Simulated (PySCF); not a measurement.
Input for PySCF: R-MP2/6-31G* on AsH3 (SMILES [AsH3]) with ghost functions, monomers drawn apart or pushed together.

```python
from pyscf import gto, scf, dft, mp
from pyscf.data.elements import chemcore

mol = gto.M(
    atom='''
    As   -0.24589795   -0.19971429    0.14388447
    H    -0.93105301    0.73324079   -0.84218941
    H    -0.41634523   -1.41915382   -0.74823450
    H     1.14502960    0.10943673   -0.38686969
    ghost-Br   -1.56618538   -0.26095875    6.10438152
    ghost-H   -1.25518419   -0.24621073    4.69907636
    ''',
    basis='6-31g*',
    cart=True,
    charge=0, spin=0, verbose=3, max_memory=1800)
mf = scf.RHF(mol)
mf.conv_tol = 1e-8
mf.max_cycle = 100
mf.kernel()
if not mf.converged:
    mf = mf.newton().run(mf.mo_coeff, mf.mo_occ)
pt = mp.MP2(mf, frozen=chemcore(mol)).run()
```

Program output:

```
converged SCF energy = -2235.63003589744
E(RMP2) = -2235.89343926755  E_corr = -0.263403370107398
E(SCS-RMP2) = -2235.8788477937  E_corr = -0.248811896255725
```

Self-consistency was reached.

Cost: roughly 1.0 core-seconds.
